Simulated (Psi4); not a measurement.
H₅AlAs₂ (SMILES [AsH2][AlH][AsH2]), singlet, geometry from GFN2-xTB (such geometries of metal compounds can be far from the true shape); R2SCAN/def2-TZVPP in Psi4.

Psi4 was given this input:
```
memory 2 GB

molecule mol {
0 1
Al    0.731234    0.002213   -0.474460
As    0.310237   -2.049183    0.737094
H    -1.056503   -1.832555    0.086866
H    -0.116813   -1.037637    1.800024
As   -0.639743    1.990481   -0.569262
H     0.694434    2.628219   -0.898697
H    -0.245250    2.032098    0.906647
H     2.091800    0.118278   -1.265337
}

set {
  basis def2-tzvpp
  reference rks
}

energy('r2scan')
print_variables()
```

The log (banner, timings and long lists left out):

```
   => Loading Basis Set <=

    Name: DEF2-TZVPP
    Role: ORBITAL
    Keyword: BASIS

         ---------------------------------------------------------
                                   SCF
               by Justin Turney, Rob Parrish, Andy Simmonett
                          and Daniel G. A. Smith
                              RKS Reference
         ---------------------------------------------------------

  ==> Geometry <==

    Molecular point group: c1
    Full point group: C1

    Geometry (in Angstrom), charge = 0, multiplicity = 1:

       Center              X                  Y                   Z               Mass
    ------------   -----------------  -----------------  -----------------  -----------------
         AL           0.750913152801     0.015492169814    -0.476697988275    26.981538530000
         AS           0.329916152801    -2.035903830186     0.734856011725    74.921594570000
         H           -1.036823847199    -1.819275830186     0.084628011725     1.007825032230
         H           -0.097133847199    -1.024357830186     1.797786011725     1.007825032230
         AS          -0.620063847199     2.003760169814    -0.571499988275    74.921594570000
         H            0.714113152801     2.641498169814    -0.900934988275     1.007825032230
         H           -0.225570847199     2.045377169814     0.904409011725     1.007825032230
         H            2.111479152801     0.131557169814    -1.267574988275     1.007825032230

  Running in c1 symmetry.

  Rotational constants: A =      0.42227  B =      0.02317  C =      0.02223 [cm^-1]
  Rotational constants: A =  12659.38056  B =    694.66677  C =    666.34326 [MHz]
  Nuclear repulsion =  409.361470582500999

  Charge       = 0
  Multiplicity = 1
  Electrons    = 84
  Nalpha       = 42
  Nbeta        = 42

  ==> Algorithm <==

  SCF Algorithm Type is DF.
  DIIS enabled.
  MOM disabled.
  Fractional occupation disabled.
  Guess Type is SAD.
  Energy threshold   = 1.00e-06
  Density threshold  = 1.00e-06
  Integral threshold = 1.00e-12

  ==> Primary Basis <==

  Basis Set: DEF2-TZVPP
    Blend: DEF2-TZVPP
    Number of shells: 76
    Number of basis functions: 208
    Number of Cartesian functions: 233
    Spherical Harmonics?: true
    Max angular momentum: 3

  ==> DFT Potential <==

   => LibXC <=

    Version 7.1.2
    S. Lehtola, C. Steigemann, M. J. T. Oliveira, and M. A. L. Marques,  SoftwareX 7, 1–5 (2018) (10.1016/j.softx.2017.11.002)

[...]
   @DF-RKS iter   4: -4717.04807194762361    1.48667e-02   1.74066e-03 DIIS/ADIIS
   @DF-RKS iter   5: -4717.14983085062067   -1.01759e-01   1.15384e-04 DIIS/ADIIS
   @DF-RKS iter   6: -4717.14997882270836   -1.47972e-04   7.82237e-05 DIIS
   @DF-RKS iter   7: -4717.15006236600493   -8.35433e-05   1.82724e-05 DIIS
   @DF-RKS iter   8: -4717.15007032460016   -7.95860e-06   3.95047e-06 DIIS
   @DF-RKS iter   9: -4717.15007084712852   -5.22528e-07   8.37837e-07 DIIS
  Energy and wave function converged.

  ==> Post-Iterations <==

   Electrons on quadrature grid:
      Ntotal   =   84.0000055603 ; deviation = 5.560e-06

    Orbital Energies [Eh]
    ---------------------

    Doubly Occupied:

[...]
    Virtual:

[...]
     208A      9.614232

    Final Occupation by Irrep:
              A
    DOCC [    42 ]
    NA   [    42 ]
    NB   [    42 ]

  @DF-RKS Final Energy: -4717.15007084712852

   => Energetics <=

    Nuclear Repulsion Energy =            409.3614705825009992
    One-Electron Energy =               -7387.6417498434875597
    Two-Electron Energy =                2447.7538141948789416
    DFT Exchange-Correlation Energy =    -186.6236057810213538
    Empirical Dispersion Energy =           0.0000000000000000
    VV10 Nonlocal Energy =                  0.0000000000000000
    Total Energy =                      -4717.1500708471285179

Computation Completed

Properties will be evaluated at   0.000000,   0.000000,   0.000000 [a0]

Properties computed using the SCF density matrix

 Multipole Moments:

 ------------------------------------------------------------------------------------
     Multipole            Electronic (a.u.)      Nuclear  (a.u.)        Total (a.u.)
 ------------------------------------------------------------------------------------

 L = 1.  Multiply by 2.5417464519 to convert [e a0] to [Debye]
 Dipole X            :         -3.1752232            3.1238322           -0.0513909
 Dipole Y            :         -2.0795332            2.1079068            0.0283736
 Dipole Z            :          0.3994668           -0.3552912            0.0441756
 Magnitude           :                                                    0.0734682

 ------------------------------------------------------------------------------------

  Variable Map:
  ----------------------------------------------------------------------------
[...]
  Array Variable Map:
  ----------------------------------------------------------------------------
[...]
[...]
```
